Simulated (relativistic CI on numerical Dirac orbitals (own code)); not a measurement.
**Electric-dipole transitions in Ba²⁹⁺**

Computed by Dirac-Coulomb-Breit CI, orbitals from a KLI potential per configuration, model QED, unscaled Slater integrals (own radial code, finite nucleus).

Configurations in the expansion (outside the closed core [Ne]): 3s²3p⁶3d⁹, 3s²3p⁵3d¹⁰, 3s3p⁶3d¹⁰, 3s²3p⁶3d⁸4s, 3s²3p⁶3d⁸4p, 3s²3p⁶3d⁸4d, 3s²3p⁴3d¹⁰4s, 3s²3p⁶3d⁸4f, 3s²3p⁵3d⁹4s, 3s²3p⁴3d¹⁰4p, 3s²3p⁵3d⁹4p, 3s²3p⁶3d⁷4s², 3s²3p⁴3d¹⁰4d, 3s3p⁵3d¹⁰4s, 3s²3p⁶3d⁷4s4p, 3s3p⁵3d¹⁰4p. Levels of other configurations are missing.

| λ vac (Å) | Lower | Upper | A (s⁻¹) | E lower (eV) | E upper (eV) |
| --- | --- | --- | --- | --- | --- |
| 12.600 | 3s²3p⁶3d⁹ ²D5/2 [1] | 3s²3p⁶3d⁸4f ⁴F°5/2 [163] | 4.21e+12 | 0.000 | 983.970 |
| 12.607 | 3s²3p⁶3d⁹ ²D5/2 [1] | 3s²3p⁶3d⁸4f ⁴G°7/2 [162] | 4.80e+12 | 0.000 | 983.468 |
| 12.673 | 3s²3p⁶3d⁹ ²D5/2 [1] | 3s²3p⁵3d⁹4s ²D°5/2 [153] | 3.46e+12 | 0.000 | 978.321 |
| 12.876 | 3s²3p⁶3d⁹ ²D5/2 [1] | 3s²3p⁵3d⁹4s ²F°7/2 [135] | 4.43e+12 | 0.000 | 962.944 |
| 15.803 | 3s²3p⁶3d⁹ ²D5/2 [1] | 3s²3p⁶3d⁸4p ²F°7/2 [38] | 2.44e+12 | 0.000 | 784.583 |
| 36.987 | 3s²3p⁶3d⁹ ²D3/2 [2] | 3s²3p⁵3d¹⁰ ²P°1/2 [4] | 1.55e+12 | 16.380 | 351.593 |
| 44.711 | 3s²3p⁶3d⁸4s ⁴F9/2 [6] | 3s²3p⁵3d⁹4s ⁴D°7/2 [151] | 8.60e+11 | 699.209 | 976.512 |
| 44.756 | 3s²3p⁶3d⁸4s ²F7/2 [7] | 3s²3p⁵3d⁹4s ²D°5/2 [153] | 8.59e+11 | 701.298 | 978.321 |
| 45.302 | 3s²3p⁶3d⁹ ²D5/2 [1] | 3s²3p⁵3d¹⁰ ²P°3/2 [3] | 7.89e+11 | 0.000 | 273.686 |
| 45.398 | 3s²3p⁶3d⁸4s ⁴F7/2 [10] | 3s²3p⁵3d⁹4s ⁴D°5/2 [173] | 6.24e+11 | 715.339 | 988.441 |
| 47.443 | 3s²3p⁶3d⁸4s ²D5/2 [8] | 3s²3p⁵3d⁹4s ²D°5/2 [136] | 5.23e+11 | 706.125 | 967.458 |
| 47.524 | 3s²3p⁶3d⁸4s ⁴F9/2 [6] | 3s²3p⁵3d⁹4s ⁴F°9/2 [134] | 2.98e+11 | 699.209 | 960.098 |
| 107.80 | 3s²3p⁶3d⁸4p ⁴G°7/2 [27] | 3s²3p⁶3d⁸4d ⁴H9/2 [87] | 1.61e+11 | 772.558 | 887.569 |
| 108.38 | 3s²3p⁶3d⁸4p ²G°9/2 [23] | 3s²3p⁶3d⁸4d ²H11/2 [69] | 1.74e+11 | 757.699 | 872.099 |
| 109.67 | 3s²3p⁶3d⁸4p ²H°9/2 [36] | 3s²3p⁶3d⁸4d ²I11/2 [102] | 1.55e+11 | 783.680 | 896.734 |
| 129.96 | 3s²3p⁶3d⁸4p ⁴G°11/2 [32] | 3s²3p⁶3d⁸4d ⁴H13/2 [72] | 1.25e+11 | 780.597 | 876.000 |
| 130.02 | 3s²3p⁶3d⁸4p ⁴G°9/2 [45] | 3s²3p⁶3d⁸4d ⁴H11/2 [94] | 1.24e+11 | 796.590 | 891.945 |
| 130.96 | 3s²3p⁶3d⁸4p ²H°11/2 [54] | 3s²3p⁶3d⁸4d ²I13/2 [112] | 1.22e+11 | 806.649 | 901.325 |
| 146.54 | 3s²3p⁶3d⁸4s ²G9/2 [17] | 3s²3p⁶3d⁸4p ²G°9/2 [60] | 4.68e+10 | 726.479 | 811.089 |
| 149.42 | 3s²3p⁶3d⁸4s ⁴F9/2 [6] | 3s²3p⁶3d⁸4p ⁴F°9/2 [33] | 3.39e+10 | 699.209 | 782.184 |
| 149.57 | 3s²3p⁶3d⁸4s ²D5/2 [8] | 3s²3p⁶3d⁸4p ²F°7/2 [40] | 5.75e+10 | 706.125 | 789.019 |
| 150.48 | 3s²3p⁶3d⁸4s ²F7/2 [7] | 3s²3p⁶3d⁸4p ²D°5/2 [37] | 5.54e+10 | 701.298 | 783.689 |
| 151.44 | 3s²3p⁶3d⁸4s ²D5/2 [20] | 3s²3p⁶3d⁸4p ²F°7/2 [64] | 6.25e+10 | 736.030 | 817.900 |
| 151.48 | 3s²3p⁶3d⁸4s ⁴P5/2 [13] | 3s²3p⁶3d⁸4p ⁴D°7/2 [52] | 6.04e+10 | 721.376 | 803.225 |
| 152.34 | 3s²3p⁶3d⁸4s ⁴F9/2 [6] | 3s²3p⁶3d⁸4p ⁴G°11/2 [32] | 6.23e+10 | 699.209 | 780.597 |
| 152.59 | 3s²3p⁶3d⁸4s ⁴F7/2 [10] | 3s²3p⁶3d⁸4p ⁴G°9/2 [45] | 6.17e+10 | 715.339 | 796.590 |
| 153.12 | 3s²3p⁶3d⁸4s ²F7/2 [7] | 3s²3p⁶3d⁸4p ²F°7/2 [34] | 3.52e+10 | 701.298 | 782.270 |
| 154.65 | 3s²3p⁶3d⁸4s ²G9/2 [17] | 3s²3p⁶3d⁸4p ²H°11/2 [54] | 5.98e+10 | 726.479 | 806.649 |
| 217.64 | 3s²3p⁶3d⁸4s ⁴F9/2 [6] | 3s²3p⁶3d⁸4p ⁴D°7/2 [22] | 1.64e+10 | 699.209 | 756.176 |
| 219.82 | 3s²3p⁶3d⁸4s ²F7/2 [7] | 3s²3p⁶3d⁸4p ²G°9/2 [23] | 1.20e+10 | 701.298 | 757.699 |

Terms are leading LS components. Brackets give the number of a level in order of energy, since labels repeat. The list gives strong lines, with weight on those to low levels, without lines whose two gauges differ by over a factor of 2.5, among the lowest 200 of 616 levels, so that lines to higher ones, which can be the strongest, are missing. Levels whose partners in the same complex of configurations lie outside the list can be far off, and so can their lines. Rates are taken at the computed energies, electric ones in the length gauge.

At this charge energies of transitions that change n are usually good to better than 1 %, and those within a shell (Δn = 0) to a few per cent.

LS names give the leading component of a level, which can be under half, so a name can repeat, a term be missing and a line seem to break the LS rules.
